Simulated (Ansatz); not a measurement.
`[OH][SnH][OH]` radical. Total charge 0; spin multiplicity 2. Correlated methods include outer-core shells of Sn, which these sets cover unevenly. Sn: def2 effective core potential.

```xyz
6

O    -1.0136   -0.6546   -0.7907
Sn    0.7118    0.2029   -0.3430
O     0.6463    0.0718    1.6145
H    -1.1449   -0.8386   -1.7240
H     0.6463    1.9194   -0.6642
H     0.1541   -0.7010    1.9073
```

Problem. Give the diagnostics of a CCSD(T)/def2-TZVPP run (frozen core, Ansatz). (An estimate is asked.)

Solution. Computed: T1 = 0.0184, largest single amplitude 0.053, largest double 0.019, (T) share of the correlation energy 3.3 %, 13 CCSD cycles. ⟨S²⟩ of the UHF reference is 0.764 against 0.75 for a pure state. T1 lies under the customary mark of 0.045 for open shells.
